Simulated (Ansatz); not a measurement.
Born–Oppenheimer molecular dynamics of F₂H₄OSi₂ (9 atoms, charge 0, multiplicity 1). It starts from a relaxed structure.

All numbers below come from RKS PBE/def2-SVP in Ansatz.

```
ensemble        : NVT, Nosé–Hoover chain
time step       : 0.5 fs
steps asked     : 100
set temperature : 1000 K
thermostat      : time constant 3 fs, chain length 1
seed            : 534188
```

First frame:

```xyz
9
Properties=species:S:1:pos:R:3
Si 0.139 -0.236 0.001
F 0.561 -0.447 1.566
O 1.493 -0.170 -0.952
H 2.164 0.502 -0.734
F -0.639 1.202 -0.020
Si -1.240 -1.961 -0.752
H -2.467 -2.022 0.115
H -1.645 -1.696 -2.175
H -0.502 -3.267 -0.668
```

Q: How far do the bonds stretch over the last three quarters of this one trajectory? (Pairs bonded in most of those frames.)

A: 
```
   bond  mean (Å)  spread (Å)  shortest  longest
 Si1–F2     1.642       0.054      1.56     1.72
 Si1–O3     1.659       0.016      1.64     1.68
 Si1–F5     1.638       0.050      1.56     1.70
Si1–Si6     2.295       0.035      2.26     2.36
  O3–H4     0.984       0.048      0.90     1.06
 Si6–H7     1.527       0.066      1.39     1.63
 Si6–H8     1.514       0.046      1.44     1.58
 Si6–H9     1.535       0.060      1.45     1.65
```

Mean temperature of the second half: 984 K. The conserved energy stayed within 0.91 meV per atom of its start (net change 0.21 meV per atom), so the integration is sound. A run of 0.05 ps of so small a system gives no equilibrium averages.

Run time: 2.6 min on 2 threads of Arm Neoverse V1 (shared host), peak memory 0.13 GiB.
